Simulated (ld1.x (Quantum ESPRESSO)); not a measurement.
**Transferability test, TM potential for barium (Ba)**

```json
{
  "Element": "Ba (Z = 56)",
  "Generator": "ld1.x (Quantum ESPRESSO) 7.5",
  "Type": "norm-conserving Troullier–Martins (Kleinman–Bylander form)",
  "Functional": "LDA (PZ)",
  "Relativity": "scalar-relativistic",
  "Frozen core": "[Kr] 4d10 5s2",
  "Valence charge": "8",
  "Reference configuration": "5p6 5d0 6s2 6p0",
  "Partial waves": "6s (bound): rc 4.00 bohr; 5p (bound): rc 2.80 bohr; 5d (bound, empty): rc 2.85 bohr; 4f channel at 0.4 Ry: rc 3.35 bohr",
  "Local potential": "all-electron potential smoothed inside 2.20 bohr (lloc = -1)",
  "Core correction": "none"
}
```

Energies are relative to the spin-unpolarised reference configuration 5p6 5d0 6s2 6p0; without spin polarisation the order of configurations can differ from experiment. Spin-polarised rows fill each open shell by Hund’s rule, majority spin first. Not all tests gave a result: 1 of 9 tests not solved or not reliable. Left out of the table: 5p5 5d0 6s2 6p0 (solver errors, printed error -9.9 eV).

| valence configuration | charge | ΔE all-electron (eV) | error AE − PS (meV) |
| --- | --- | --- | --- |
| 5p6 5d0 6s1 6p0 | +1 | 5.543 | +6.5 |
| 5p6 5d0 6s0 6p0 | +2 | 15.713 | +21 |
| 5p6 5d0 6s1.5 6p0 | +0.5 | 2.211 | +1.4 |
| 5p6 5d0 6s1 6p1 | 0 | 2.123 | +29 |
| 5p6 5d0 6s0 6p2 | 0 | 4.367 | +68 |
| 5p6 5d1 6s0 6p0 | +1 | 6.271 | -29 |
| 5p6 5d0 6s1.5 6p0 (spin-polarised) | +0.5 | 2.183 | +2.0 |

(1) What are ΔE and the potential's error for 5p6 5d0 6s1 6p0 (spin-polarised)?

Note: ghost state, extra bound levels that the all-electron valence spectrum of the same l lacks: s at -59.4 eV. A true bound ghost makes a file unfit for plane-wave use.

Results:

(1) ΔE = 5.396 eV all-electron; the error (AE − PS) is +9.3 meV.
